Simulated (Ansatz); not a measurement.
Single points on NaLi3.

```yaml
crystal:
  periodic: [false, false, false]
  atoms:
    - {symbol: Li, position_ang: [0.557990, 0.181297, 1.829877]}
    - {symbol: Li, position_ang: [-0.864385, 1.655183, -0.453716]}
    - {symbol: Li, position_ang: [-1.339103, -1.355335, -0.040679]}
    - {symbol: Na, position_ang: [1.645499, -0.481155, -1.335472]}
basis:
  gaussian: {orbitals: def2-TZVP, initial_orbitals: start.molden}
magnetization: {spin_polarized: true, initial_magnetization: 4}
hamiltonian: {xc: hse06}
scf: {omitted_lower_state_checks: [starts]}
output: {orbitals: {seedname: orbitals}}
```

The file start.molden holds the orbitals of an earlier run on this structure, at another level or in another basis.

```sh
$ ansatz run in.yaml --threads 4 --pin off --events-out ev --progress --plain --max-ram 3916MiB
```

Output, abridged:

```
Functional definition: HSE06
673 factors; their error is unknown
101 factors; integrals over basis functions are off by at most 2.5e-5 eV
mean field evaluation 1: about -5023.1768 eV, gradient 1.6e-1 eV
mean field evaluation 2: about -5023.2015 eV, gradient 1.6e-1 eV
mean field evaluation 4: about -5023.2023 eV, gradient 1.4e-3 eV
mean field -5023.20226039 eV, -184.5992782205 hartree, gradient 1.4e-5 eV, S^2 6.000016; 0 other end points of the search recorded, 0 dependent functions left out
reference -5023.20231241 eV, -184.5992801321 hartree; 12, 8 occupied and 62, 66 virtual orbitals, 673 factors
Total energy: -5023.20231241 eV, -184.5992801321 hartree
Checks for a lower state left out: starts
```

Run time 0.85 s (4 threads of Arm Neoverse V2 on a shared host).

First input, but with `hamiltonian: {xc: pbe}` (abridged; 0.7 s):

```
Functional definition: PBE
mean field -5022.66308781 eV, -184.5794639936 hartree, gradient 2.1e-5 eV, S^2 6.000019
Total energy: -5022.66313975 eV, -184.5794659026 hartree
Checks for a lower state left out: starts
```

First input, but with `hamiltonian: {xc: {name: B2PLYP}}` and without the key `output` (abridged; 1.1 s):

```
Functional definition: B2PLYP
mean field -5022.55891443 eV, -184.5756356927 hartree, gradient 3.2e-6 eV, S^2 6.000043
1 core orbitals not correlated: weight in the atoms' cores, before any rotation towards them, 1.000 or more for the frozen orbitals, at most 0.000 for the correlated occupied ones
second order -8.24425301 eV of doubles, -0.00000000 eV of singles
Total energy: -5024.78504050 eV, -184.6574443166 hartree
Checks for a lower state left out: starts
```

First input, but with `hamiltonian: {xc: pbe}`, `correlation: {method: rpa}` and without the key `output` (abridged; 1 s):

```
Functional definition: PBE
mean field -5022.66308476 eV, -184.5794638815 hartree, gradient 1.5e-6 eV, S^2 6.000019
1 core orbitals not correlated: weight in the atoms' cores, before any rotation towards them, 1.000 or more for the frozen orbitals, at most 0.000 for the correlated occupied ones
Total energy: -5024.61040678 eV, -184.6510266460 hartree
Checks for a lower state left out: starts
```

First input, but with `gaussian: {orbitals: def2-TZVPP, initial_orbitals: start.molden}`, `correlation: {method: ccsd_t}`, `scf: {omitted_lower_state_checks: [starts, cluster_reference]}` and without the key `hamiltonian` (abridged; 2.7 s):

```
Functional definition: HF
mean field -5011.25206841 eV, -184.1601167653 hartree, gradient 2.7e-6 eV, S^2 6.000047
1 core orbitals not correlated: weight in the atoms' cores, before any rotation towards them, 1.000 or more for the frozen orbitals, at most 0.000 for the correlated occupied ones
second order -7.38026039 eV of doubles, -0.00000000 eV of singles
cycle   1  -7.91251928 eV  change   -5.3e-1 eV  update   6.9e-2
cycle   2  -8.11851582 eV  change   -2.1e-1 eV  update   3.2e-2
cycle   3  -8.11069791 eV  change    7.8e-3 eV  update   1.3e-2
cycle   4  -8.10329080 eV  change    7.4e-3 eV  update   6.6e-3
cycle   5  -8.11081245 eV  change   -7.5e-3 eV  update   2.3e-3
cycle   6  -8.11072865 eV  change    8.4e-5 eV  update   7.6e-4
cycle   7  -8.11003613 eV  change    6.9e-4 eV  update   3.6e-4
cycle   8  -8.11030262 eV  change   -2.7e-4 eV  update   1.6e-4
cycle   9  -8.11032106 eV  change   -1.8e-5 eV  update   5.4e-5
cycle  10  -8.11031110 eV  change    1.0e-5 eV  update   2.2e-5
cycle  11  -8.11028810 eV  change    2.3e-5 eV  update   1.2e-5
cycle  12  -8.11029153 eV  change   -3.4e-6 eV  update   5.5e-6
perturbative correction -0.09587090 eV, -0.0035231906 hartree
Total energy: -5019.45823083 eV, -184.4616876721 hartree
Checks for a lower state left out: starts, cluster_reference
```

As the first input, with `correlation: {method: mp2}` and without the key `hamiltonian` (abridged; 0.25 s):

```
Functional definition: HF
mean field -5011.17227124 eV, -184.1571842736 hartree, gradient 5.7e-6 eV, S^2 6.000049
1 core orbitals not correlated: weight in the atoms' cores, before any rotation towards them, 1.000 or more for the frozen orbitals, at most 0.000 for the correlated occupied ones
second order -7.27907460 eV of doubles, -0.00000000 eV of singles
Total energy: -5018.45134584 eV, -184.4246853313 hartree
Checks for a lower state left out: starts
```

As the first input, with `hamiltonian: {xc: {name: B3LYP}}` (abridged; 0.85 s):

```
Functional definition: B3LYP
mean field -5028.28228973 eV, -184.7859658555 hartree, gradient 1.3e-5 eV, S^2 6.000022
Total energy: -5028.28256544 eV, -184.7859759877 hartree
Checks for a lower state left out: starts
```

Geometry: PBE/def2-TZVP.

B3LYP takes the VWN-RPA correlation. HSE06 is defined as in plane-wave codes, on full-range PBE exchange. Correlated methods freeze 1 core orbital; core or outer-core shells of Li, Na are correlated, in sets that lack core-valence functions. At PBE0/def2-TZVP a broken-symmetry singlet of charge 0 lies 1.53 eV below the quintet, each at its own geometry. The structure comes from a short search, and lower isomers may exist.
